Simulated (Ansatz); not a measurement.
This geometry of BH$_{3}$NOSi (7 atoms, charge 0, multiplicity 2) is a first-order saddle point.

These are results of Ansatz 0.2.0, UKS BHLYP-D4/6-31G, not measurements.

```xyz
7
Properties=species:S:1:pos:R:3
B -1.010 1.032 -0.037
Si 0.362 -0.353 0.488
N 0.930 -0.877 2.004
O 0.936 -0.995 -0.974
H -2.142 0.721 -0.164
H -0.674 2.148 -0.223
H 1.598 -1.676 -1.094
```

Q: Which two structures does it join? (They come from a converged band through this point; their orientation in space is the band's.)

A: No bond is made or broken. The dihedral H5–B1–Si2–O4 goes from 0 to 180°. The two ends are copies of one structure, up to a mirror image or an exchange of like atoms.

Image 0:

```xyz
7
Properties=species:S:1:pos:R:3
B -1.031 1.062 -0.011
Si 0.405 -0.242 0.321
N 1.332 -0.385 1.798
O 0.765 -1.313 -0.943
H -1.589 1.062 -1.050
H -1.305 1.825 0.847
H 1.422 -2.009 -0.961
```

Image 10:

```xyz
7
Properties=species:S:1:pos:R:3
B -1.032 1.063 -0.012
Si 0.404 -0.242 0.322
N 1.333 -0.389 1.798
O 0.765 -1.313 -0.943
H -1.309 1.824 0.847
H -1.586 1.064 -1.052
H 1.425 -2.006 -0.959
```

Q: How far does it lie above each of them?

A: 4.8 kcal/mol above the first and 4.8 kcal/mol above the second. This is the barrier of this one path; another mechanism may lie lower. Limits of this set-up: no polarisation functions.

The run took 3.3 min on 1 thread of Arm Neoverse V2 (shared host), peak memory 0.14 GiB.
